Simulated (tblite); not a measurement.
Compound: C₅H₅FOSSi.
Geometry (GFN2-xTB, Å), atoms numbered from 1 in this order:
```xyz
14
C5H5FOSSi angstrom
O     -3.0898    2.1378    0.4663
C     -2.7928    1.0303    0.1617
F     -3.7896    0.1320   -0.1459
C     -1.4990    0.4165    0.0483
C     -1.1839   -0.8781   -0.3069
C      0.1937   -1.1078   -0.3002
C      0.9393   -0.0089    0.0536
Si     2.8166    0.1313    0.1626
S     -0.0733    1.3421    0.3873
H     -1.9286   -1.6129   -0.5566
H      0.6412   -2.0546   -0.5457
H      3.3296    0.3743   -1.1866
H      3.1296    1.2422    1.0564
H      3.3064   -1.1447    0.6835
```

Computed with GFN2-xTB (tblite): harmonic, unscaled wavenumbers at the GFN2-xTB geometry, gas phase. This tight-binding method is rough: wavenumbers can miss measured ones by several per cent, in bad cases by 10 to 20. Modes of hydrogen on silicon can be 10 to 20 % off. One conformer, not necessarily the lowest. The optimisation stopped once no atom felt more than 0.01 eV/Å.

Lowest wavenumbers of the output (negative numbers stand for imaginary wavenumbers):
```
mode    cm-1
  1     -24.2
  2      66.3
  3      81.8
  4     109.6
  5     192.9
  6     205.2
  7     300.5
  8     414.4
  9     426.8
 10     490.4
 11     515.2
 12     538.7
 13     575.8
 14     630.4
 15     674.4
```

Task: Is this structure a minimum?

Result: Not by this Hessian. 1 mode is imaginary beyond 20i (24i cm⁻¹), so at this level the point lies at or near a first-order saddle. The curvature is small, so loose convergence or finite differences may be the whole cause.

Task: Which atoms move in the imaginary mode?

Result: 24i: H12 (Si–H hydrogen) 33 %, H14 (Si–H hydrogen) 32 %, H13 (Si–H hydrogen) 31 %. These are shares of the mass-weighted motion.

Task: What is the remedy?

Result: Step along that mode in both directions, optimise again with tighter thresholds and repeat the frequencies. The zero-point energy of this point (50.3 kcal/mol) counts the 35 real modes alone, and thermal corrections from it aren't those of a minimum.

Run on an x86-64 server with one thread, no GPU, shared host. The figure is for the frequency step alone.
